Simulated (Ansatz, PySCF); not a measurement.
Molecule: diselenium, Se$_{2}$, charge 0, multiplicity 3. SMILES: [Se]=[Se]
Geometry: optimised at B3LYP-D3(BJ)/def2-TZVP (Ansatz, a quantum-chemistry and plane-wave program).

Unscaled harmonic wavenumbers (cm⁻¹) in rising order, each level at the stationary point that it reaches from this structure (no distance between atoms moves by over 0.3 Å); the order of modes can differ between levels, and a negative number is imaginary. B3LYP-D3(BJ)/def2-TZVP (PySCF, at the structure above): 385.

HF/3-21G (Ansatz): 265. Zero-point energy 0.4 against 0.6 kcal/mol.

B3LYP/LANL2DZ (Ansatz): 330. Zero-point energy 0.5 against 0.6 kcal/mol.
